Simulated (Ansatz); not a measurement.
K₅⁺, relaxed as a singlet with RKS PBE/def2-SVP in Ansatz, starting from the GFN2-xTB geometry. Force threshold 0.02 eV/Å.

The restricted singlet is unstable towards broken spin symmetry in Hartree–Fock (as tested in another run); at PBE/def2-SVP this wasn't settled. The structure comes from a short search, and lower isomers may exist.

Start:

| atom | x (Å) | y (Å) | z (Å) |
| --- | --- | --- | --- |
| K1 | 0.1414 | 0.0212 | -0.0877 |
| K2 | -0.2298 | -4.1137 | -1.2012 |
| K3 | -3.2003 | -2.1193 | -1.3486 |
| K4 | 0.7604 | 2.7932 | 2.8477 |
| K5 | 2.5283 | 3.4186 | -0.2102 |

| step | energy (eV) | largest force component (eV/Å) | SCF passes |
| --- | --- | --- | --- |
| 1 | -81579.8825 | 0.461 | 15 |
| 2 | -81579.9744 | 0.375 | 15 |
| 3 | -81580.1679 | 0.133 | 18 |
| 4 | -81580.2054 | 0.021 | 17 |
| 5 (rejected) | -81580.2011 | 0.045 | 17 |
| 6 | -81580.2063 | 0.020 | 18 |
| 7 | -81580.2071 | 0.002 | 19 |

Force components are those of the run's own axes.

End:

Cartesian coordinates in Å:
```
K 0.156 -0.033 -0.114
K -0.086 -4.462 -1.245
K -3.608 -2.181 -1.492
K 0.760 2.976 3.235
K 2.778 3.700 -0.384
```

By distances, no bond broke or formed. The bond that changes most is K2–K3, from 3.58 to 4.20 Å (atoms count from 1).

No frequencies were taken in this run, so the end may be a saddle point.

Run time 12 s (4 threads of Arm Neoverse V1 on a shared host).
